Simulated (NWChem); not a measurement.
All runs are NWChem calculations. System: HSb, charge 0, spin multiplicity 3, at a geometry optimised with UB3LYP/def2-SVP with def2 effective core potentials on Sb. The structure started from a generated list of species. Its SCF solution wasn't tested for a lower state. Level: ULDA (SVWN5)/def2-QZVP with def2 effective core potentials on Sb.

Part of the output:

```
             Northwest Computational Chemistry Package (NWChem) 7.3.0
             --------------------------------------------------------

                                NWChem Input Module
                                -------------------

 Scaling coordinates for geometry "geometry" by  1.889725989
 (inverse scale =  0.529177249)

 Turning off AUTOSYM since
 SYMMETRY directive was detected!

                             Geometry "geometry" -> ""
                             -------------------------

 Output coordinates in angstroms (scale by  1.889725989 to convert to a.u.)

  No.       Tag          Charge          X              Y              Z
 ---- ---------------- ---------- -------------- -------------- --------------
    1 Sb                  51.0000     0.00000000     0.00000000     0.03332500
    2 H                    1.0000     0.00000000     0.00000000    -1.69957400

 Effective nuclear repulsion energy (a.u.)      15.5739253696

            Nuclear Dipole moment (a.u.)
            ----------------------------
        X                 Y               Z
 ---------------- ---------------- ----------------
     0.0000000000     0.0000000000     0.0000018897

      Symmetry information
      --------------------

 Group name             C2v
 Group number             16
 Group order               4
 No. of unique centers     2

      Symmetry unique atoms

     1    2


 Summary of "ao basis" -> "" (spherical)
 ------------------------------------------------------------------------------
       Tag                 Description            Shells   Functions and Types
 ---------------- ------------------------------  ------  ---------------------
 *                         def2-qzvp                  on all atoms

                                 NWChem DFT Module
                                 -----------------

 Summary of "ao basis" -> "ao basis" (spherical)
 ------------------------------------------------------------------------------
       Tag                 Description            Shells   Functions and Types
 ---------------- ------------------------------  ------  ---------------------
 Sb                        def2-qzvp                22       82   7s6p4d4f1g
 H                         def2-qzvp                10       30   4s3p2d1f

 Summary of "ao basis" -> "ao basis" (spherical)
 ------------------------------------------------------------------------------
       Tag                 Description            Shells   Functions and Types
[...]
     6     -0.687766  1 Sb s                 22      0.524266  1 Sb pz
     3      0.233399  1 Sb s                  7     -0.205754  1 Sb s
    19      0.199376  1 Sb pz                84      0.174315  2 H  s
    10     -0.168342  1 Sb pz                85      0.139584  2 H  s

   alpha - beta orbital overlaps
   -----------------------------

   alpha      1      2      3      4      5      6      7      8      9     10
    beta      1      2      3      4      8      9      5      6      7     10
 overlap   1.000  1.000  1.000  1.000  1.000  1.000  1.000  1.000  1.000  0.998

   alpha     11     12     13     14     15     16     17     18     19     20
    beta     11     12     13     14     15     16     17     18     19     20
 overlap   0.998  0.999  0.999  0.998  0.986  0.987  0.998  0.998  0.999  0.999

   alpha     21     22     23     24     25     26     27     28     29     30
    beta     21     22     23     24     25     26     27     30     31     28
 overlap   0.999  0.999  0.999  0.999  0.998  0.998  0.999  1.000  1.000  1.000

   alpha     31     32     33     34     35     36     37     38     39     40
    beta     29     32     33     34     35     36     37     38     39     40
 overlap   1.000  0.999  0.999  0.998  0.999  0.999  0.999  0.999  0.999  0.998

   alpha     41     42     43     44     45     46     47     48     49     50
    beta     41     42     43     48     49     46     47     44     45     50
 overlap   0.999  0.999  0.998  1.000  1.000  1.000  1.000  1.000  1.000  1.000

   alpha     51     52     53     54     55     56     57     58     59     60
    beta     51     52     53     56     57     54     55     58     59     60
 overlap   0.999  1.000  1.000  1.000  1.000  1.000  1.000  1.000  1.000  0.999

   alpha     61     62     63     64     65     66     67     68     69     70
    beta     63     64     61     62     65     66     67     68     69     70
 overlap   1.000  1.000  1.000  1.000  0.999  1.000  1.000  1.000  1.000  0.999

   alpha     71     72     73     74     75     76     77     78     79     80
    beta     71     72     73     76     74     75     79     80     77     78
 overlap   0.999  0.995  0.995  0.999  1.000  1.000  1.000  1.000  1.000  1.000

   alpha     81     82     83     84     85     86     87     88     89     90
    beta     81     82     83     84     85     86     87     88     89     90
 overlap   1.000  1.000  1.000  1.000  1.000  1.000  1.000  1.000  1.000  1.000

   alpha     91     92     93     94     95     96     97     98     99    100
    beta     91     92     93     94     95     96     97     98     99    100
 overlap   1.000  1.000  1.000  1.000  1.000  1.000  1.000  1.000  1.000  1.000

   alpha    101    102    103    104    105    106    107    108    109    110
    beta    101    102    103    104    105    106    107    108    109    110
 overlap   1.000  1.000  1.000  1.000  1.000  1.000  1.000  1.000  1.000  1.000

   alpha    111    112
    beta    111    112
 overlap   1.000  1.000

     --------------------------
     Expectation value of S2:
     --------------------------
      <S2> =      2.0026 (Exact =     2.0000)

 center of mass
 --------------
 x =   0.00000000 y =   0.00000000 z =   0.03590363

 moments of inertia (a.u.)
 ------------------
          10.718256148273           0.000000000000           0.000000000000
           0.000000000000          10.718256148273           0.000000000000
           0.000000000000           0.000000000000           0.000000000000

     Multipole analysis of the density
     ---------------------------------

     L   x y z        total         alpha         beta         nuclear
     -   - - -        -----         -----         ----         -------
     0   0 0 0     -0.000000    -13.000000    -11.000000     24.000000

     1   1 0 0     -0.000000      0.000000     -0.000000      0.000000
     1   0 1 0     -0.000000     -0.000000     -0.000000      0.000000
     1   0 0 1      0.083178      0.891930      0.954549     -1.763301

     2   2 0 0    -20.204265    -14.000676     -6.203589      0.000000
     2   1 1 0     -0.000000     -0.000000     -0.000000      0.000000
     2   1 0 1     -0.000000     -0.000000      0.000000      0.000000
     2   0 2 0    -20.204265    -14.000676     -6.203589      0.000000
     2   0 1 1      0.000000      0.000000      0.000000      0.000000
     2   0 0 2    -20.212701    -17.029727    -13.589393     10.406419

 Task  times  cpu:        9.7s     wall:        9.7s

 Total times  cpu:        9.7s     wall:        9.7s
```

Write an NWChem input that would produce this output.

One answer among several that fit: 
```
start mol
memory heap 200 mb stack 900 mb global 1100 mb
geometry units angstroms nocenter noautoz
  Sb     0.000000     0.000000     0.033325
  H      0.000000     0.000000    -1.699574
  symmetry group C2v
end
basis spherical
  * library def2-qzvp
end
ecp
  Sb library def2-ecp
end
dft
  xc slater vwn_5
  odft
  mult 3
  semidirect memsize 60000000 filesize 0
  iterations 100
end
task dft energy
```
